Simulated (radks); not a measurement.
Values are calculated unless marked as measured or tabulated.
Level of theory: non-relativistic Kohn-Sham, LDA (Slater exchange, VWN5 correlation), spin-polarised, spherical densities, point nucleus; open shells are filled with parallel spins first (a radial shooting solver on a logarithmic mesh with Libxc functionals). Response by self-consistent Sternheimer equations with the Hartree and adiabatic LDA kernel. For heavy and open-shell atoms this level of theory can miss by tens of per cent. Rank Zn+, Ne, Ne2+, Fe+, V, Sc, S (NIST ground configurations) by static dipole polarisability, largest first.

Answer. Sc 116.8, V 85.18, Fe+ 24.38, S 21.21, Zn+ 16.97, Ne 3.050, Ne2+ 0.8744 bohr^3.
